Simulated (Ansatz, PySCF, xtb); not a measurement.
Energy difference 3 R1 + R2 → P1 + P2 + P3 + P4, each structure at its B3LYP-D3(BJ)/def2-TZVP stationary point, reached from a drawn start (curvature not checked).
P1, CH4 (SMILES C) (charge 0, multiplicity 1):
```xyz
5

C      0.000     0.000     0.000
H      0.629     0.629     0.629
H     -0.629    -0.629     0.629
H      0.629    -0.629    -0.629
H     -0.629     0.629    -0.629
```
R1: H2 (SMILES [H][H]), charge 0, multiplicity 1.
P2, HCl (SMILES Cl) (charge 0, multiplicity 1):
```tsv
atom	x (Å)	y (Å)	z (Å)
Cl	0.0000	0.0000	0.6410
H	0.0000	0.0000	-0.6410
```
P3: HF (SMILES F), charge 0, multiplicity 1.
P4: SiH4 (SMILES [SiH4]), charge 0, multiplicity 1.
R2: CH4ClFSi (SMILES C[SiH](F)Cl), charge 0, multiplicity 1.

P less R. No zero-point or thermal terms.

Correlated levels freeze the cores.

Programs: Ansatz (a program for electronic structure) with Gaussian orbitals; PySCF for the D3/D4 terms; xtb for the GFN methods. Each number belongs to the level named beside it.

The comparison value is 181.8 kJ/mol (CCSD(T)/cc-pV(Q+d)Z). It is a level with limits of its own, not the exact answer.

Q: Order these levels by how close they come to the comparison value for the reaction energy, closest first: GFN1-xTB, revPBE-D3(BJ)/def2-TZVPP, r2SCAN/def2-TZVPP, r2SCAN-D4/def2-TZVPP, B97M-V/def2-TZVPP. Give each level's value less the comparison value.

A: B97M-V/def2-TZVPP (1.3 kJ/mol), revPBE-D3(BJ)/def2-TZVPP (-3.3 kJ/mol), r2SCAN/def2-TZVPP (11.0 kJ/mol), r2SCAN-D4/def2-TZVPP (13.2 kJ/mol), GFN1-xTB (-37.6 kJ/mol)
